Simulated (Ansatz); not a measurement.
`CO[SiH2][SiH3]` → SiH₄ + `CO[SiH]` at 700 K and 1 bar (silylene formation by 1,1-elimination).

Gas-phase electronic energies from Ansatz, PBE0-D4/def2-TZVP geometries. CBS: MP2 limit from def2 TZ/QZ plus the TZ coupled-cluster correction, frozen cores. This one scheme is used for every species. One conformer a species, not always the lowest.

```
         species  CCSD(T)/CBS energy (Eh)  H − E (kJ/mol)  S (J/(mol·K))
`CO[SiH2][SiH3]`               -696.20864           306.1          490.2
            SiH₄               -291.46306           115.5          252.9
       `CO[SiH]`               -404.67988           177.5          349.5
```

H − E and S are ideal-gas, rigid-rotor, harmonic terms from PBE0-D4/def2-TZVP, for one conformer and one mirror image of each species. 1 Eh = 2625.50 kJ/mol, R = 8.31446 J/(mol·K).

**Question.** By hand: ΔE, ΔH, ΔS and ΔG.

**Answer.** ΔE = (-291.46306) + (-404.67988) − (-696.20864) = 0.06570 Eh = 172.5 kJ/mol. Δ(H − E) = 115.5 + 177.5 − 306.1 = -13.1, so ΔH = 159.4 kJ/mol. ΔS = 252.9 + 349.5 − 490.2 = 112.2 J/(mol·K). ΔG = 159.4 − 700 × (112.2)/1000 = 80.9 kJ/mol.

**Question.** By hand: the equilibrium constant, and the temperature at which ΔG would vanish if ΔH and ΔS stayed fixed.

**Answer.** log₁₀ K = −ΔG/(RT ln 10) = -6.0. ΔG = 0 at ΔH/ΔS = 1421 K.

The number of gas molecules changes by +1, which sets the sign of ΔS. A doubt of 5 kJ/mol in ΔE shifts log₁₀ K by 0.4 here. Other conformers and mirror images would add mixing entropy, several J/(mol·K) or more a flexible species. These are equilibria of isolated gas molecules and say nothing of rates. Largest T1 diagnostic: 0.015 (customary marks: 0.02 for closed shells, 0.045 for open ones).
